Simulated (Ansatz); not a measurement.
Geometry optimisation, RKS PBE-D4/def2-SVP (Ansatz).

The input (input.yaml):

```yaml
crystal:
  periodic: [false, false, false]
  atoms:
    - { symbol: "N", position_ang: [-1.248, 1.6603, -0.5349] }
    - { symbol: C, position_ang: [-0.7227, 0.5625, 0.1575] }
    - { symbol: C, position_ang: [0.5446, 0.7664, 0.8784] }
    - { symbol: C, position_ang: [0.6194, -0.0296, -0.3832] }
    - { symbol: Si, position_ang: [0.7792, -1.9006, -0.3082] }
    - { symbol: H, position_ang: [-1.8375, 2.3056, 0.0889] }
    - { symbol: H, position_ang: [-1.9197, 1.3982, -1.2647] }
    - { symbol: H, position_ang: [-1.4098, -0.0651, 0.6355] }
    - { symbol: H, position_ang: [1.0483, 1.7609, 0.8978] }
    - { symbol: H, position_ang: [0.6941, 0.2718, 1.8744] }
    - { symbol: H, position_ang: [0.9794, 0.4069, -1.2397] }
    - { symbol: H, position_ang: [0.1624, -2.4239, 0.9573] }
    - { symbol: H, position_ang: [2.1729, -2.2061, -0.2821] }
    - { symbol: H, position_ang: [0.1245, -2.5365, -1.4483] }
basis:
  gaussian: { orbitals: def2-SVP }
hamiltonian:
  xc: pbe
  dispersion: d4
relax:
  f_tol: 0.02
  max_steps: 50
```

Command:

```bash
$ ansatz run input.yaml --threads 2 --pin off --max-ram 3072MiB --backend cpu --events-out ev --progress --plain --runs-dir out
```

Task: Where does it end, and by what steps?

Result: The forces met the threshold. After 7 steps the energy has fallen by 0.485 eV; H13 moved furthest, 0.10 Å.

| step | energy less start (eV) | largest force component (eV/Å) | accepted |
| --- | --- | --- | --- |
| 0 | 0.0000 | 2.642 | yes |
| 1 | -0.4231 | 0.954 | yes |
| 2 | -0.4338 | 1.210 | yes |
| 3 | -0.4769 | 0.146 | yes |
| 4 | -0.4840 | 0.057 | yes |
| 5 | -0.4849 | 0.035 | yes |
| 6 | -0.4852 | 0.025 | yes |
| 7 | -0.4852 | 0.007 | yes |

```xyz
14
Properties=species:S:1:pos:R:3
N -1.245 1.716 -0.548
C -0.730 0.593 0.190
C 0.570 0.789 0.924
C 0.542 -0.050 -0.345
Si 0.784 -1.908 -0.303
H -1.820 2.308 0.067
H -1.872 1.390 -1.296
H -1.448 -0.103 0.677
H 1.026 1.788 0.845
H 0.708 0.287 1.895
H 0.939 0.471 -1.234
H 0.159 -2.459 0.953
H 2.244 -2.278 -0.306
H 0.131 -2.572 -1.489
```

Whether the end is a true minimum wasn't checked by a vibrational analysis.

Run time: 19 s on 2 threads of Arm Neoverse V2, on a shared host, peak memory 0.15 GiB.
